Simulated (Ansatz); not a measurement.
The cluster Mg4Zn2⁺, relaxed as a doublet with UKS r2SCAN/def2-SVP in Ansatz, starting from the GFN1-xTB geometry. Force threshold 0.02 eV/Å.

The relaxation made no stability test and no search for a lower SCF solution. Another isomer (doublet) lies 0.16 eV lower at PBE0/def2-TZVP; other spin states weren't run for this one.

Start:

Cartesian coordinates in Å:
```
Mg -0.723 -1.432 1.192
Mg 1.290 0.844 1.110
Mg 0.496 -1.131 -1.658
Mg -3.110 0.403 1.107
Zn -0.956 1.275 -0.698
Zn 3.003 0.042 -1.053
```

Problem. Estimate the energy that the relaxation releases and the steps that it takes.

Solution. 13.2 kcal/mol, in 14 steps; 78 s on 4 threads of Intel Xeon 6975P-C on a shared host. No frequencies were taken in this run, so the end may be a saddle point.

Problem. Does the start keep its bonding?

Solution. Bonds formed: Mg2–Mg4 (atoms count from 1). Metal–metal contacts that move far: Mg1–Zn5 3.31 to 2.73 Å.

Problem. Predict the relaxed structure.

Solution. 
```
atom    x (Å)    y (Å)    z (Å)
 Mg1  -1.0316  -1.6660   0.8307
 Mg2   0.7216   0.9511   0.8494
 Mg3   0.8513  -0.9641  -1.5881
 Mg4  -2.3225   1.0053   1.5736
 Zn5  -1.4316   0.4119  -0.8902
 Zn6   3.2130   0.2619  -0.7755
```
Bond lengths (bridged metal pairs left out): 6 × Mg–Zn 2.69 to 3.05 Å; 5 × Mg–Mg 3.06 to 3.15 Å.
